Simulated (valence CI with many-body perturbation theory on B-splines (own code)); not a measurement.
**Sn36+: fill in the table**

Calculated by configuration interaction combined with many-body perturbation theory (CI+MBPT): four valence electrons over a frozen Dirac-Fock core [Ne], radial functions for each j: 11 s, 11 p, 10 d, 8 f, 5 g, 2 h, with the one-electron correlation potential Σ1, the two-electron term Σ2, the three-electron term Σ3, Breit, model QED; selected CI, second order for the rest, scaled by the run's own slope (own B-spline code, finite nucleus).

No measured spectrum was set against this ion. As an estimate, large intervals hold to a few tenths of a per cent, small ones and those within an open d or f shell to about a per cent. Among the levels kept, up to 690 cm⁻¹ of a level comes from second order outside the variational space, and about a tenth of that is noise between levels of different J, which matters for small intervals.

| Level | E (eV) |
| --- | --- |
| (3s^2 3p1/2^2) J=0 | 0.00 |
| (3s^2 3p1/2 3p3/2) J=1 | 50.04 |
| (3s^2 3p1/2 3p3/2) J=2 | 55.79 |
| (3s^2 3p3/2^2) J=2 | 109.99 |
| (3s^2 3p3/2^2) J=0 | ? |
| (3s 3p1/2^2 3p3/2) J=2 | 140.01 |
| (3s 3p1/2^2 3p3/2) J=1 | ? |
| (3s^2 3p1/2 3d3/2) J=2 | 182.38 |
| (3s 3p1/2 3p3/2^2) J=2 [a] | ? |
| (3s 3p1/2 3p3/2^2) J=3 | 193.53 |
| (3s^2 3p1/2 3d3/2) J=1 | 205.25 |
| (3s 3p1/2 3p3/2^2) J=0 | ? |
| (3s^2 3p1/2 3d5/2) J=2 | 210.32 |
| (3s^2 3p1/2 3d5/2) J=3 | 211.01 |
| (3s 3p1/2 3p3/2^2) J=1 [a] | 215.64 |
| (3s 3p1/2 3p3/2^2) J=2 [b] | 221.28 |
| (3s 3p1/2 3p3/2^2) J=1 [b] | 225.78 |
| (3s^2 3p3/2 3d5/2) J=2 | ? |
| (3s^2 3p3/2 3d5/2) J=4 | ? |
| (3s^2 3p3/2 3d3/2) J=1 | 256.27 |

Levels are named by their leading jj configuration (3d3/2^4 stands for four electrons in 3d with j = 3/2), which in mixed levels can hold well under half, so a name can repeat and another be missing. Letters in brackets count levels of one name in rising energy.

Task: The levels stand in rising order. What does the calculation give for the missing energies?

Result: (3s^2 3p3/2^2) J=0 122.74; (3s 3p1/2^2 3p3/2) J=1 158.13; (3s 3p1/2 3p3/2^2) J=2 [a] 184.08; (3s 3p1/2 3p3/2^2) J=0 208.00; (3s^2 3p3/2 3d5/2) J=2 248.06; (3s^2 3p3/2 3d5/2) J=4 253.40.
